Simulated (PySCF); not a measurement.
C₃H₃N₂, charge -1, multiplicity 1. Atoms are numbered in the order given.

```xyz
8

C      0.0000     0.6986    -0.9026
C      0.0000    -0.6986    -0.9026
N      0.0000    -1.1435     0.3923
C      0.0000     0.0000     1.1067
N      0.0000     1.1435     0.3923
H      0.0000     1.3872    -1.7508
H      0.0000    -1.3872    -1.7508
H      0.0000     0.0000     2.2007
```
Charge -1, spin multiplicity 1.

Geometry: B3LYP-D3(BJ)/def2-SVPD. The spin state was assumed, not searched. The isomer is the one that the SMILES or the coordinates give; other isomers of the formula were not compared.

These are PBE0/def2-SVPD run with PySCF values and carry that method's errors.

```
Property                                                          Result
------------------------------------------------  ----------------------
total energy                                          -225.23550 hartree
point group                                                          C2v
highest occupied level                                          -0.62 eV
lowest empty level                                               5.34 eV
orbital gap                                                      5.97 eV
dipole moment about the centre of nuclear charge                  1.15 D
mean static polarisability                          55.2 bohr³ (8.18 Å³)
polarisability, principal values                  38.2, 60.2, 67.2 bohr³
```
